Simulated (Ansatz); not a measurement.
Molecule: CdTe, net charge 0, singlet state. 
Structure (B3LYP-D3(BJ)/def2-TZVP (Ansatz, an electronic-structure program) minimum search):
```xyz
2

Cd     0.0000     0.0000    -1.3440
Te     0.0000     0.0000     1.2406
```

Parts of the frozen-core correlation energy in def2-QZVPPD (Ansatz, hartree). Frozen orbitals: 13; correlated occupied orbitals by spin: 9 and 9; virtual: 157 and 157. Spin-orbit coupling is left out. In def2 rows, elements after Kr have scalar-relativistic effective core potentials. The restricted reference is unstable.

```json
[
 {"term": "reference (HF)", "value": "-433.87259"},
 {"term": "MP2 opposite-spin", "value": "-0.41538"},
 {"term": "MP2 same-spin", "value": "-0.20665"},
 {"term": "CCSD correlation", "value": "-0.59183"},
 {"term": "(T)", "value": "-0.02976"},
 {"term": "T1 diagnostic", "value": "0.022"},
 {"term": "largest doubles amplitude", "value": "0.108"}
]
```
